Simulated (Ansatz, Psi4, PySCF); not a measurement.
FGa, singlet, at a GFN2-xTB geometry (such geometries of metal compounds can be far from the true shape). Base run: PySCF with BLYP/6-311G**.

Here is a job for PySCF.
```python
from pyscf import gto, scf, dft

mol = gto.Mole()
mol.atom = '''
    Ga   -0.000000   -0.000000   -0.404797
    F     0.000000    0.000000    1.394301
'''
mol.basis = '6-311g**'
mol.charge = 0
mol.spin = 0
mol.verbose = 4
mol.build()

mf = dft.RKS(mol)
mf.xc = 'blyp'
mf.kernel()
```

The same geometry, method and basis name were run in Ansatz (an electronic-structure program) and Psi4 and PySCF, at each program's defaults and at the settings that a row names. The base is PySCF at its defaults. Differences at the defaults can come from grids, fitting, cores and function types together.

```csv
code and settings,ΔE vs base (mEh),basis functions,E (Eh),SCF cycles,dipole (D)
"PySCF, defaults (exact integrals, its default grid, spherical functions)",0.000,62,-2024.82124,11,2.08
"Psi4, defaults (density fitting with its default set, its default grid, spherical functions)",-0.067,62,-2024.82131,10,2.08
"Ansatz, defaults (factorised integrals, its default grid, spherical functions)",0.002,62,-2024.82124,-,-
"PySCF, density fitting with def2-universal-jkfit",-0.041,62,-2024.82128,11,2.08
"PySCF, fine grid",0.002,62,-2024.82124,11,2.08
"Psi4, exact integrals, spherical functions, fine grid",0.001,62,-2024.82124,12,2.08
"Ansatz, high accuracy",0.002,62,-2024.82124,-,-
```
